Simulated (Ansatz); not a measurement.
Ansatz results at the PBE0-D4/def2-TZVP geometry: HOMO–LUMO gap (PBE0/def2-TZVPP) 5.57 eV; LUMO energy (PBE0/def2-TZVPP) -0.75 eV; LUMO energy (PBE/def2-TZVPP) -1.56 eV.

Each molecule was computed in one conformer, which needn't be the lowest.

(1) Which molecule gave them?
A. `C=C=C(O)F`
B. `OC1([TeH])NB1Cl`
C. `OB[NH][AlH2]`
D. `O/C=C(/F)I`

Answers

(1) B. The others give `O/C=C(/F)I`: 5.66, -1.04, -1.95; `OB[NH][AlH2]`: 6.87, -1.36, -2.14; `C=C=C(O)F`: 6.07, -0.67, -1.68.
